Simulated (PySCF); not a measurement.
germylmethylgermane (CH8Ge2), SMILES [GeH3][CH2][GeH3]. Coordinates come from a PBE-D3(BJ)/def2-SVP optimisation.

Give the equilibrium geometry at PBE-D3(BJ)/def2-SVP (PySCF confirms it by a frequency run) as Cartesian coordinates in Å, and its point group. (Estimate from the structure and the level; the computed values follow.)

point group C2v.
```xyz
11

Ge     1.6545     0.0000    -0.1042
C      0.0000     0.0000     0.9679
Ge    -1.6545     0.0000    -0.1042
H      2.9018     0.0000     0.8216
H      1.6990    -1.2617    -1.0073
H      1.6990     1.2617    -1.0073
H      0.0000     0.8942     1.6240
H      0.0000    -0.8942     1.6240
H     -1.6990    -1.2617    -1.0073
H     -1.6990     1.2617    -1.0073
H     -2.9018     0.0000     0.8216
```
Charge 0, spin multiplicity 1.
